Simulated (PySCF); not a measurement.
**The second ionisation energy along group 11**

Calculated with PySCF 2.14 from differences of total energies of unrestricted determinants, without spin-orbit coupling. Values in eV. The last column holds reference values (NIST; (s) semi-empirical, (t) theoretical, else measured). Unmarked ones compare directly (S terms, centres of terms, or small fine structure); those marked * lie between the lowest fine-structure levels and include a spin-orbit shift.

```json
{"element": "Cu (aug-cc-pVTZ-PP with one added diffuse shell each of s, p, d, f, g type with ECP10MDF, ECP)", "configurations": "[Ar] 3d10 → [Ar] 3d9", "UHF": "17.125", "LDA": "21.491", "PBE": "20.751", "r2SCAN": "20.100", "MP2 (valence)": "20.868", "SCS-MP2 (valence)": "20.426", "reference": "20.292 *"}
{"element": "Ag (aug-cc-pVTZ-PP with one added diffuse shell each of s, p, d, f, g type with ECP28MDF, ECP)", "configurations": "[Kr] 4d10 → [Kr] 4d9", "UHF": "19.671", "LDA": "22.178", "PBE": "21.729", "r2SCAN": "21.495", "MP2 (valence)": "21.812", "SCS-MP2 (valence)": "21.596", "reference": "21.484 *"}
{"element": "Au (aug-cc-pVTZ-PP with one added diffuse shell each of s, p, d, f, g type with ECP60MDF, ECP)", "configurations": "[Xe] 4f14 5d10 → [Xe] 4f14 5d9", "UHF": "18.928", "LDA": "21.356", "PBE": "20.935", "r2SCAN": "20.691", "MP2 (valence)": "20.905", "SCS-MP2 (valence)": "20.735", "reference": "20.203 ± 0.025 *"}
```

"Valence" correlates the outer s and p shells and, in groups 3 to 12 and the f block, the outer d or f shell, open or full, or the next shell where the ion has no valence electron left; the wider scheme adds the next inner shell.
